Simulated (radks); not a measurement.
Values are calculated unless marked as measured or tabulated.
Task: The potassium ion K4+, [Ne] 3s2 3p3. Level of theory: non-relativistic Kohn-Sham, PBE, spin-polarised, spherical densities, point nucleus (a radial shooting solver on a logarithmic mesh with Libxc functionals). Every spin shell is full or empty, so the densities are truly spherical. Functionals are evaluated on that one density, not self-consistently. Rank these exchange functionals by their error against the exact value of the orbitals, and give that value: LDA, PBEsol, PW91, AM05, SOGGA, TPSS, revTPSS, MVS.

Result: Exact: -31.1389 hartree. From best to worst, with 100 (|E| - |E exact|)/|E exact| (equal figures are ties): PW91 -0.14, TPSS +0.16, MVS -0.25, revTPSS -0.54, PBEsol -3.41, SOGGA -3.45, AM05 -6.77, LDA -7.72.
